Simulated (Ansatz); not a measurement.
Calculated with Ansatz (gas phase, PBE0-D4/def2-TZVP geometries, no zero-point term in ΔE). CCSD(T)/CBS adds triple-zeta CCSD(T) − MP2 to the extrapolated MP2 energy (def2 sets, frozen cores). This one scheme is used for every species. DFT in def2-TZVPP. B3LYP here is the variant with VWN-RPA as its local correlation; programs differ in this. HSE06 is defined as in plane-wave codes. One conformer a species, not always the lowest.

Reaction (formal hydrolysis of a C–Si bond): `B[SiH](C)CF` + H₂O → `OCF` + `B[SiH2]C`

| level | ΔE (kJ/mol) | difference from CCSD(T)/CBS |
| --- | --- | --- |
| LDA (SPW92) | 15.2 | -15.6 |
| PBE-D4 | 23.2 | -7.6 |
| revPBE-D4 | 25.5 | -5.3 |
| BLYP-D4 | 24.2 | -6.6 |
| r2SCAN-D4 | 21.3 | -9.5 |
| B97M-V | 19.4 | -11.4 |
| PBE0-D4 | 23.0 | -7.8 |
| B3LYP-D4 | 23.4 | -7.4 |
| r2SCANh-D4 | 21.4 | -9.4 |
| r2SCAN0-D4 | 21.3 | -9.5 |
| HSE06-D4 | 22.8 | -8.0 |
| BHLYP-D4 | 21.0 | -9.8 |
| CAM-B3LYP-D4 | 19.7 | -11.1 |
| ωB97X-V | 19.9 | -10.9 |
| ωB97M-V | 24.6 | -6.2 |
| B2PLYP | 20.1 | -10.7 |
| PBE-QIDH | 21.8 | -9.0 |
| PBE | 18.5 | -12.3 |
| revPBE | 18.3 | -12.5 |
| r2SCAN | 19.9 | -10.9 |
| B3LYP | 16.2 | -14.6 |
| r2SCANh | 19.9 | -10.9 |
| r2SCAN0 | 19.6 | -11.2 |
| HSE06 | 18.7 | -12.1 |
| BHLYP | 14.7 | -16.1 |
| CAM-B3LYP | 15.2 | -15.6 |
| LC-ωPBE | 20.4 | -10.4 |
| RPA@PBE/def2-TZVPP | 20.4 | -10.4 |
| HF/def2-SVP | -9.3 | -40.1 |
| CCSD/def2-SVP | 0.1 | -30.7 |
| CCSD(T)/def2-SVP | 0.2 | -30.6 |
| HF/def2-TZVPP | 5.8 | -25.0 |
| MP2/def2-TZVPP | 28.2 | -2.6 |
| SCS-MP2/def2-TZVPP | 23.0 | -7.8 |
| CCSD/def2-TZVPP | 22.2 | -8.6 |
| CCSD(T)/def2-TZVPP | 23.5 | -7.3 |
| MP2/def2-QZVPP | 32.7 | 1.9 |
| SCS-MP2/def2-QZVPP | 27.5 | -3.3 |
| HF/CBS(def2) | 6.7 | -24.1 |
| MP2/CBS(def2) | 35.5 | 4.7 |
| CCSD(T)/CBS | 30.8 | 0 |

Largest T1 diagnostic among the species: 0.011.

At CCSD(T), def2-SVP lies −30.6 kJ/mol from the extrapolated value and def2-TZVPP −7.3 kJ/mol. The D4 term adds +7.2 kJ/mol with B3LYP and +4.2 kJ/mol with PBE0; it sums over pairs of atoms, weighted by their polarisabilities, and B3LYP, whose exchange is more repulsive, gets the larger term. Leaving LDA and LC-ωPBE aside and taking each functional with its dispersion term where it has one, the values spread over 6.1 kJ/mol, from B97M-V to revPBE-D4. LDA lies −3.4 kJ/mol from PBE without D4.
